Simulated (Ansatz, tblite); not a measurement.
Forces on Ga₄F₄ at its r2SCAN-D4/def2-SVP geometry. The state is a singlet with charge 0.

The xTB rows come from tblite. The structure comes from a short search, and lower isomers may exist.

GFN1-xTB (tblite), largest force 0.89 eV/Å:

```xyz
8
positions Å, forces eV/Å
Ga   -0.060    1.353   -1.575   -0.015    0.334   -0.388
Ga    1.217   -1.604   -0.512    0.300   -0.395   -0.126
Ga   -1.920   -0.686    0.397   -0.474   -0.170    0.097
Ga    0.763    0.937    1.690    0.188    0.231    0.417
F     1.475    0.527   -0.304    0.819    0.293   -0.170
F    -0.586   -0.720   -1.298   -0.327   -0.400   -0.720
F     0.046   -1.039    1.209    0.026   -0.578    0.672
F    -0.935    1.232    0.392   -0.519    0.685    0.218
```

GFN2-xTB (tblite), largest force 2.38 eV/Å:

```
Ga -0.069 1.551 -1.805
Ga 1.395 -1.839 -0.586
Ga -2.201 -0.787 0.455
Ga 0.875 1.074 1.937
F 0.776 0.277 -0.160
F -0.309 -0.379 -0.682
F 0.025 -0.547 0.636
F -0.491 0.649 0.206
```

PBE-D4/def2-TZVP (Ansatz), largest force 0.57 eV/Å:

```
Ga -0.014 0.316 -0.366
Ga 0.284 -0.374 -0.118
Ga -0.448 -0.160 0.092
Ga 0.178 0.219 0.394
F 0.524 0.187 -0.109
F -0.209 -0.256 -0.461
F 0.017 -0.369 0.430
F -0.332 0.438 0.140
```
